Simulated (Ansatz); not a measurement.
One change: `BN[CH2][GaH2]` becomes `BNCC`.

Ansatz, PBE0-D4/def2-TZVP geometries, multiplicity 1. Each molecule was computed in one conformer, which needn't be the lowest.

Scalar relativity is left out up to krypton.

```csv
property,`BN[CH2][GaH2]`
HOMO–LUMO gap (ωB97M-V/def2-TZVPP) / eV,9.25
LUMO energy (B3LYP/def2-TZVPP) / eV,-1.98
LUMO energy (PBE0/def2-TZVPP) / eV,-1.68
HOMO energy (ωB97M-V/def2-TZVPP) / eV,-9.26
size of the dipole moment (PBE/def2-TZVPP) / D,1.91
zero-point energy (PBE0-D4/def2-TZVP) / kJ/mol,207.6
```

**Question.** What does the change do to each property? (Best estimate.)

**Answer.** The calculation gave: 
| property | `BNCC` | shift |
| --- | --- | --- |
| HOMO–LUMO gap (ωB97M-V/def2-TZVPP) / eV | 12.21 | 2.96 |
| LUMO energy (B3LYP/def2-TZVPP) / eV | 0.00 | 1.98 |
| LUMO energy (PBE0/def2-TZVPP) / eV | 0.25 | 1.93 |
| HOMO energy (ωB97M-V/def2-TZVPP) / eV | -10.21 | -0.95 |
| size of the dipole moment (PBE/def2-TZVPP) / D | 2.23 | 0.32 |
| zero-point energy (PBE0-D4/def2-TZVP) / kJ/mol | 276.5 | 68.9 |

With PBE0 the HOMO falls by 0.80 eV and the LUMO rises by 1.93 eV, so the gap widens by about 2.73 eV. PBE moves the HOMO by -0.66 eV and ωB97M-V by -0.95 eV. The zero-point energy changes by 68.9 kJ/mol with +3 modes. Dipoles are sizes alone; their direction can turn.

Positive LUMOs are unbound, so they and the gaps depend on the basis.

B3LYP here is the variant with VWN-RPA as its local correlation; programs differ in this.
